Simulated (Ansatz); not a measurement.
## Nudged elastic band run: H6OSSiZn

The input (input.yaml):

```yaml
crystal:
  periodic: [false, false, false]
  atoms:
    - { symbol: Zn, position_ang: [-0.723559, -1.039491, -1.16343] }
    - { symbol: S, position_ang: [-1.340099, -3.058936, -0.640062] }
    - { symbol: O, position_ang: [-0.161613, 0.573201, -1.754513] }
    - { symbol: H, position_ang: [0.595171, -0.434781, 0.733987] }
    - { symbol: Si, position_ang: [0.869871, 1.045456, 0.91874] }
    - { symbol: H, position_ang: [-1.241074, -2.799491, 0.696352] }
    - { symbol: H, position_ang: [-0.895904, 1.194512, -1.91695] }
    - { symbol: H, position_ang: [1.405997, 1.182157, 2.323512] }
    - { symbol: H, position_ang: [-0.416646, 1.813271, 0.846597] }
    - { symbol: H, position_ang: [1.907753, 1.524101, -0.044232] }
basis:
  gaussian: { orbitals: def2-SVP }
hamiltonian:
  xc: pbe
neb:
  order_check: false
  images: 5
  f_tol: 0.05
  max_iterations: 60
  final_atoms:
    - { symbol: Zn, position_ang: [0.02896332, 0.07360185, -0.43595195] }
    - { symbol: S, position_ang: [-0.8803604, -2.35305722, 0.33307627] }
    - { symbol: O, position_ang: [-0.78398361, -0.63182675, -1.94880876] }
    - { symbol: H, position_ang: [-2.1140499, -1.8405719, 0.60076602] }
    - { symbol: Si, position_ang: [1.12699799, 1.50932466, 1.05802702] }
    - { symbol: H, position_ang: [-0.98599668, -1.98531076, -1.04387857] }
    - { symbol: H, position_ang: [-0.5680557, -0.32887004, -2.84876884] }
    - { symbol: H, position_ang: [2.38006102, 0.88067965, 1.61761103] }
    - { symbol: H, position_ang: [0.25364822, 1.85846863, 2.23964662] }
    - { symbol: H, position_ang: [1.54267276, 2.81756087, 0.42828217] }
  initial_path:
    images:
      - { positions_ang: [[-0.723559, -1.039491, -1.16343], [-1.340099, -3.058936, -0.640062], [-0.161613, 0.573201, -1.754513], [0.595171, -0.434781, 0.733987], [0.869871, 1.045456, 0.91874], [-1.241074, -2.799491, 0.696352], [-0.895904, 1.194512, -1.91695], [1.405997, 1.182157, 2.323512], [-0.416646, 1.813271, 0.846597], [1.907753, 1.524101, -0.044232]] }
      - { positions_ang: [[-0.3427751, -0.83213648, -1.18453805], [-1.10359967, -2.80490181, -0.31688062], [-0.44066623, 0.44459573, -1.86949926], [0.41096211, -0.51413263, 0.71958268], [0.88524021, 1.01015404, 0.97320423], [-1.43265646, -2.46349986, 0.46901127], [-0.98601356, 0.83762646, -2.29075005], [1.57206883, 0.91449473, 2.21615297], [-0.35173802, 1.69899171, 1.17547053], [1.78907489, 1.70880711, 0.10824729]] }
      - { positions_ang: [[0.0380088, -0.62478195, -1.20564611], [-0.86710033, -2.55086762, 0.00630076], [-0.71971945, 0.31599047, -1.98448552], [0.22675322, -0.59348426, 0.70517837], [0.90060941, 0.97485208, 1.02766845], [-1.62423892, -2.12750871, 0.24167055], [-1.07612313, 0.48074092, -2.6645501], [1.73814067, 0.64683245, 2.10879395], [-0.28683004, 1.58471242, 1.50434407], [1.67039677, 1.89351321, 0.26072658]] }
      - { positions_ang: [[0.4187927, -0.41742743, -1.22675416], [-0.630601, -2.29683343, 0.32948214], [-0.99877268, 0.1873852, -2.09947178], [0.04254433, -0.6728359, 0.69077405], [0.91597862, 0.93955012, 1.08213268], [-1.81582138, -1.79151757, 0.01432982], [-1.16623269, 0.12385538, -3.03835015], [1.9042125, 0.37917018, 2.00143492], [-0.22192206, 1.47043314, 1.8332176], [1.55171866, 2.07821932, 0.41320587]] }
      - { positions_ang: [[0.28884957, -0.253751, -0.96315342], [-0.71385414, -2.31557469, 0.33068019], [-0.92717632, -0.08568545, -2.04925077], [-0.67632041, -1.06208123, 0.66077138], [0.98631841, 1.12947497, 1.07409746], [-1.53921315, -1.8561153, -0.33840631], [-0.96684036, -0.02705309, -2.97515638], [2.06282867, 0.54634, 1.87349362], [-0.06339863, 1.5997783, 1.96869394], [1.54870336, 2.3246665, 0.4182313]] }
      - { positions_ang: [[0.15890645, -0.09007458, -0.69955269], [-0.79710727, -2.33431596, 0.33187823], [-0.85557997, -0.3587561, -1.99902977], [-1.39518516, -1.45132656, 0.6307687], [1.0566582, 1.31939982, 1.06606224], [-1.26260492, -1.92071303, -0.69114244], [-0.76744803, -0.17796157, -2.91196261], [2.22144484, 0.71350983, 1.74555233], [0.09512479, 1.72912346, 2.10417028], [1.54568806, 2.57111369, 0.42325673]] }
      - { positions_ang: [[0.02896332, 0.07360185, -0.43595195], [-0.8803604, -2.35305722, 0.33307627], [-0.78398361, -0.63182675, -1.94880876], [-2.1140499, -1.8405719, 0.60076602], [1.12699799, 1.50932466, 1.05802702], [-0.98599668, -1.98531076, -1.04387857], [-0.5680557, -0.32887004, -2.84876884], [2.38006102, 0.88067965, 1.61761103], [0.25364822, 1.85846863, 2.23964662], [1.54267276, 2.81756087, 0.42828217]] }
```

Run as:

```bash
$ ansatz run input.yaml --threads 2 --pin off --max-ram 3072MiB --backend cpu --events-out ev --progress --plain --runs-dir out
```

Output, in part (warnings, iteration lines, the closing report on the highest movable image, with atoms numbered from 0):

```
NEB end point (image 0): max|allowed force component| = 1.294e-2 eV/Å (the criterion of neb.relax_end_points is 1.000e-2)
NEB end point (image 6): max|allowed force component| = 1.542e-2 eV/Å (the criterion of neb.relax_end_points is 1.000e-2)
NEB iter   1: max|band force component| = 3.502e1 eV/Å  barrier→ = 12.4946 eV  barrier← = 12.3310 eV  Δτ_max = 0.2000 Å  (196 SCF iters)
NEB iter   2: max|band force component| = 9.159e0 eV/Å  barrier→ = 2.9133 eV  barrier← = 2.7497 eV  Δτ_max = 0.2000 Å  (171 SCF iters)
NEB iter   3: max|band force component| = 5.424e0 eV/Å  barrier→ = 1.5443 eV  barrier← = 1.3807 eV  Δτ_max = 0.2000 Å  (170 SCF iters)
NEB iter   4: max|band force component| = 2.140e0 eV/Å  barrier→ = 1.3051 eV  barrier← = 1.1415 eV  Δτ_max = 0.1971 Å  (165 SCF iters)
NEB iter   5: max|band force component| = 1.293e0 eV/Å  barrier→ = 1.0607 eV  barrier← = 0.8971 eV  Δτ_max = 0.1990 Å  (157 SCF iters)
NEB iter   6: max|band force component| = 9.677e-1 eV/Å  barrier→ = 0.8880 eV  barrier← = 0.7244 eV  Δτ_max = 0.1995 Å  (158 SCF iters)
NEB iter   7: max|band force component| = 9.150e-1 eV/Å  barrier→ = 0.7190 eV  barrier← = 0.5554 eV  Δτ_max = 0.1980 Å  (153 SCF iters)
NEB iter   8: max|band force component| = 5.869e-1 eV/Å  barrier→ = 0.6304 eV  barrier← = 0.4668 eV  Δτ_max = 0.1695 Å  (145 SCF iters)
NEB iter   9: max|band force component| = 4.295e-1 eV/Å  barrier→ = 0.6287 eV  barrier← = 0.4651 eV  CI = image 3  Δτ_max = 0.1981 Å  (141 SCF iters)
NEB iter  10: max|band force component| = 7.639e-1 eV/Å  barrier→ = 0.6506 eV  barrier← = 0.4870 eV  CI = image 2  Δτ_max = 0.1986 Å  (142 SCF iters)
NEB iter  11: max|band force component| = 6.960e-1 eV/Å  barrier→ = 0.7777 eV  barrier← = 0.6141 eV  CI = image 2  Δτ_max = 0.1979 Å  (148 SCF iters)
NEB iter  12: max|band force component| = 7.715e-1 eV/Å  barrier→ = 1.0383 eV  barrier← = 0.8747 eV  CI = image 2  Δτ_max = 0.2000 Å  (143 SCF iters)
NEB iter  13: max|band force component| = 6.951e-1 eV/Å  barrier→ = 1.2569 eV  barrier← = 1.0933 eV  CI = image 2  Δτ_max = 0.1983 Å  (146 SCF iters)
NEB iter  14: max|band force component| = 5.029e-1 eV/Å  barrier→ = 1.5036 eV  barrier← = 1.3400 eV  CI = image 2  Δτ_max = 0.1977 Å  (153 SCF iters)
NEB iter  15: max|band force component| = 2.994e-1 eV/Å  barrier→ = 1.4353 eV  barrier← = 1.2717 eV  CI = image 2  Δτ_max = 0.1383 Å  (146 SCF iters)
NEB iter  16: max|band force component| = 1.495e-1 eV/Å  barrier→ = 1.4118 eV  barrier← = 1.2482 eV  CI = image 2  Δτ_max = 0.0398 Å  (144 SCF iters)
NEB iter  17: max|band force component| = 7.337e-2 eV/Å  barrier→ = 1.4032 eV  barrier← = 1.2396 eV  CI = image 2  Δτ_max = 0.0638 Å  (148 SCF iters)
NEB iter  18: max|band force component| = 7.018e-2 eV/Å  barrier→ = 1.4013 eV  barrier← = 1.2377 eV  CI = image 2  Δτ_max = 0.0167 Å  (140 SCF iters)
NEB iter  19: max|band force component| = 4.158e-2 eV/Å  barrier→ = 1.4010 eV  barrier← = 1.2374 eV  CI = image 2  Δτ_max = 0.0000 Å  (286 SCF iters)
Total energy: -69243.75907289 eV, -2544.6612108231 hartree
Atom 0 at    -0.248796    -0.193676    -0.980146 Å, force    -0.000306    -0.001227     0.007917 eV/Å
Atom 1 at    -0.491075    -2.374202     0.071111 Å, force    -0.007109    -0.005215    -0.010573 eV/Å
Atom 2 at    -0.580609     0.607545    -2.560162 Å, force     0.002542     0.005835    -0.004078 eV/Å
Atom 3 at     0.182083    -0.794854     0.614280 Å, force     0.010546     0.014731     0.009105 eV/Å
Atom 4 at     0.789678     0.928720     1.117462 Å, force     0.001114    -0.011268    -0.006435 eV/Å
Atom 5 at    -1.693967    -1.981086     0.581868 Å, force     0.000927     0.000792    -0.001069 eV/Å
Atom 6 at    -0.969555    -0.052742    -3.165865 Å, force    -0.001833    -0.007370     0.005109 eV/Å
Atom 7 at     1.891506     0.315474     1.940108 Å, force    -0.002623     0.002137    -0.001994 eV/Å
Atom 8 at    -0.269091     1.468418     2.040625 Å, force    -0.001206     0.001675    -0.000629 eV/Å
Atom 9 at     1.389723     2.076405     0.340719 Å, force    -0.002053    -0.000090     0.002649 eV/Å
Dipole moment:    -0.153034    -0.144587     0.169495 e Å
```

It converged. Neighbouring images differ by up to 1.3 eV, so the band resolves the path poorly. A vibrational analysis at the climbing image gives one clearly imaginary mode, 814i cm⁻¹: a first-order saddle point. The orbitals stay closed-shell, which can raise the energy where a bond breaks towards radicals; this wasn't checked here.

Final band (atoms are numbered from 1 in the order of the input):

| image | path coordinate (Å) | energy (kcal/mol) | H4–Si5 (Å) | Zn1–Si5 (Å) | S2–H4 (Å) |
| --- | --- | --- | --- | --- | --- |
| 0 | 0.00 | 0.0 | 1.52 | 3.35 | 3.54 |
| 1 | 1.87 | 2.5 | 1.52 | 3.45 | 3.13 |
| 2 | 3.75 | 32.3 | 1.90 | 2.60 | 1.80 |
| 3 | 5.28 | 10.8 | 3.04 | 2.35 | 1.36 |
| 4 | 6.82 | 8.9 | 3.62 | 2.35 | 1.36 |
| 5 | 8.35 | 5.3 | 4.09 | 2.34 | 1.36 |
| 6 | 9.89 | 3.8 | 4.68 | 2.34 | 1.36 |

The run took 110 s on 2 threads of Intel(R) Xeon(R) Platinum 8559C (Emerald Rapids), with other jobs on the host, peak memory 0.18 GiB.
